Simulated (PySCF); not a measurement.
# Molecular orbitals of RbBe

r²SCANh at R = 3.595 Å; basis Rb def2-SVP with ECP28, Be def2-SVP; scalar-relativistic core potentials; PySCF 2.14. State: ²Σ⁺ (doublet), unpaired electrons σ ↑. Only the outer orbitals are listed, counted within each symmetry, core potentials removing the inner ones.

| spin | orbital | occ. | ε (eV) | on Rb (%) | main shells (%) |
| --- | --- | --- | --- | --- | --- |
| α | 2σ | 1 | -34.56 | 100 | 100 Rb s |
| α | 1π | 1 | -17.31 | 100 | 100 Rb p |
| α | 1π | 1 | -17.31 | 100 | 100 Rb p |
| α | 3σ | 1 | -17.23 | 100 | 100 Rb p |
| α | 4σ | 1 | -5.60 | 5 | 95 Be s |
| α | 5σ | 1 | -2.75 | 63 | 62 Rb s, 36 Be p |
| α | 6σ | 0 | -1.32 | 52 | 48 Be p, 29 Rb s, 22 Rb p |
| α | 2π | 0 | -1.24 | 29 | 71 Be p, 23 Rb p |
| α | 2π | 0 | -1.24 | 29 | 71 Be p, 23 Rb p |
| β | 2σ | 1 | -34.51 | 100 | 100 Rb s |
| β | 1π | 1 | -17.27 | 100 | 100 Rb p |
| β | 1π | 1 | -17.27 | 100 | 100 Rb p |
| β | 3σ | 1 | -17.18 | 100 | 100 Rb p |
| β | 4σ | 1 | -5.20 | 3 | 93 Be s |
| β | 5σ | 0 | -1.33 | 88 | 60 Rb s, 28 Rb p, 10 Be p |
| β | 2π | 0 | -1.03 | 17 | 83 Be p, 12 Rb p |
| β | 2π | 0 | -1.03 | 17 | 83 Be p, 12 Rb p |

Q: Which are the highest filled and the lowest empty level, where do they sit, and how wide is the gap?

A: Highest filled α 5σ at -2.75 eV (in %: 62 Rb s, 36 Be p); lowest empty β 5σ at -1.33 eV (in %: 60 Rb s, 28 Rb p, 10 Be p); the gap at r²SCANh is 1.42 eV.

```json
{
 "bond order (Mayer)": "0.52",
 "⟨S²⟩": "0.790",
 "charge on Rb (Mulliken, basis-dependent)": "0.29",
 "charge on Rb (Löwdin, basis-dependent)": "0.04",
 "dipole moment (positive dipole means Rb(−)Be(+))": "-3.99 D"
}
```

Spin–orbit coupling is left out. The state was picked by a PBE0 search and need not be the measured ground state.
